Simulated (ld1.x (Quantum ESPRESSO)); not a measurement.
**An all-electron radial function and its pseudo partner (Ce (Z = 58))**

Columns: radius, all-electron u(r) and pseudo u(r) of the 5s shell (level -37.54 eV) of cerium in the configuration [Kr] 4d10 4f2 5s2 5p6 5d0 6s2 6p0; revPBE, scalar-relativistic, ultrasoft scheme, ld1.x (Quantum ESPRESSO) 7.5.

```
r (bohr)  all-electron  pseudo
   0.227        0.3259  0.3106
   0.454       -0.4713  0.5887
   0.681       -0.2162  0.8069
   0.908        0.4247  0.9471
   1.135        0.8276  1.0029
   1.362        0.9527  0.9798
   1.589        0.9038  0.8937
   1.816        0.7745  0.7668
   2.043        0.6241  0.6231
   2.270        0.4831  0.4841
   2.497        0.3639  0.3641
   2.724        0.2689  0.2689
   2.951        0.1961  0.1961
   3.178        0.1416  0.1416
   3.405        0.1016  0.1016
   3.632        0.0725  0.0725
   3.859        0.0516  0.0516
   4.086        0.0366  0.0366
   4.313        0.0259  0.0259
   4.540        0.0183  0.0183
   4.767        0.0128  0.0128
   4.994        0.0090  0.0090
   5.221        0.0063  0.0063
   5.448        0.0044  0.0044
   5.675        0.0031  0.0031
   5.902        0.0021  0.0021
```

Question: How many radial nodes do the two functions have?

Answer: The all-electron 5s function has n − l − 1 = 4 (the table is too coarse to show those close to the nucleus); the pseudo-wave has 0, since the states of the same l below it are removed with the core.

Question: At about which radius was the pseudo-wave matched?

Answer: 2.66 bohr, where the columns begin to agree (steps of 0.23 bohr).

Question: Is the pseudo-wave norm-conserving?

Answer: No, it belongs to an ultrasoft set: the norm inside the radius is not constrained, and the difference is carried by the augmentation charge.
